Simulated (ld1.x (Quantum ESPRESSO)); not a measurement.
# Cutoff test, C, ultrasoft

carbon (C), ultrasoft, made with ld1.x (Quantum ESPRESSO) 7.5 (LDA (PZ), scalar-relativistic). Core [He], reference 2s2 2p1 (charge +1). Waves: 2s (bound): rcut 0.70, rcutus 0.95 bohr; 2s channel at -1.05 Ry: rcut 0.70, rcutus 0.95 bohr; 2p (bound): rcut 1.10, rcutus 1.55 bohr; 2p channel at 0.7 Ry: rcut 1.10, rcutus 1.55 bohr; 3d channel at 0.5 Ry: rc 1.35 bohr. Local part: the d channel. Core correction: a·sin(br)/r model core inside 1.12 bohr. Augmentation charge: built from norm-conserving waves at rcut, not smoothed further.

The pseudo-atom Hamiltonian at the reference potential is diagonalised in spherical Bessel functions j_l(qr) that vanish at 20 bohr, with q² up to the cutoff. All-electron valence levels (Ry): 2s -1.8821, 2p -1.2585.

Problem. How do the lowest levels (Ry) of each channel move with the cutoff, and are there ghosts?

Solution.

| cutoff (Ry) | s #1 | p #1 | p #2 | d #1 | d #2 | f #1 | f #2 | Σ f·Δε (mRy) |
| --- | --- | --- | --- | --- | --- | --- | --- | --- |
| 8 | -1.8455 | -0.9951 | -0.2121 | -0.1457 | -0.0500 | -0.0430 | 0.0654 | 336.7 |
| 12 | -1.8495 | -1.1355 | -0.2308 | -0.1462 | -0.0504 | -0.0430 | 0.0654 | 188.2 |
| 15 | -1.8545 | -1.2019 | -0.2400 | -0.1463 | -0.0505 | -0.0430 | 0.0654 | 111.7 |
| 21 | -1.8682 | -1.2444 | -0.2462 | -0.1464 | -0.0506 | -0.0430 | 0.0654 | 41.9 |
| 30 | -1.8772 | -1.2578 | -0.2485 | -0.1464 | -0.0506 | -0.0430 | 0.0654 | 10.4 |
| 40 | -1.8813 | -1.2583 | -0.2487 | -0.1465 | -0.0507 | -0.0430 | 0.0654 | 1.7 |
| 45 | -1.8817 | -1.2583 | -0.2487 | -0.1465 | -0.0507 | -0.0430 | 0.0654 | 0.9 |
| 55 | -1.8819 | -1.2584 | -0.2487 | -0.1465 | -0.0507 | -0.0430 | 0.0654 | 0.5 |
| 400 | -1.8821 | -1.2585 | -0.2487 | -0.1465 | -0.0507 | -0.0430 | 0.0654 | 0.0 |

Result: no extra level below or beside the all-electron valence levels (s, p, d, f tested); 10 mRy is reached at 35 Ry and 1 mRy at 45 Ry.
